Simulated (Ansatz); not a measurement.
Reaction (atomization): `[NH2][SnH]([OH])[SH]` → 5 H• + N• + O• + S• + Sn•

Gas-phase electronic energies from Ansatz, PBE0-D4/def2-TZVP geometries. CCSD(T)/CBS adds triple-zeta CCSD(T) − MP2 to the extrapolated MP2 energy (def2 sets, frozen cores). This one scheme is used for every species, atoms too. Open shells (•) are unrestricted, without spin–orbit coupling. Spin–orbit coupling would lower the free atoms: a little for O, S; strongly for Sn. Elements past krypton have def2 core potentials. For Sn outer-core shells are correlated without core-valence functions, so the limit isn't a true one: a few kJ/mol of doubt a bond, and 10 to 20 or more in all where bonds break to atoms. One conformer a species, not always the lowest.

```csv
species,CCSD(T)/CBS(def2) energy (Eh)
`[NH2][SnH]([OH])[SH]`,-744.74067
H•,-0.50000
N•,-54.53257
O•,-75.00631
S•,-397.67955
Sn•,-213.97081
```

**Question.** Work out ΔE.

**Answer.** ΔE = 5 × (-0.50000) + (-54.53257) + (-75.00631) + (-397.67955) + (-213.97081) − (-744.74067) = 1.05143 Eh = +659.8 kcal/mol.

Largest T1 diagnostic among the species: 0.013.

From PBE to PBE0 (25 % exact exchange), in def2-TZVPP and without D4, ΔE moves by −17.6 kcal/mol: exact exchange takes away binding that semilocal exchange gives to molecules. Leaving LDA and LC-ωPBE aside and taking each functional with its dispersion term where it has one, the values, not all of them listed here, spread over 39.5 kcal/mol, from BHLYP-D4 to PBE-D4. LDA lies +100.9 kcal/mol from PBE without D4, its usual overbinding. At CCSD(T), def2-SVP lies −72.9 kcal/mol from the extrapolated value and def2-TZVPP −26.7 kcal/mol: correlation converges slowly with the basis, and small sets miss more of it in the bonded molecule than in its fragments.

For atomizations the MP2-based limit and the directly extrapolated one differ by several kJ/mol either way, and by 10 to 25 for some Ge, Se and Sn compounds, so smaller differences from it don't rank the levels.
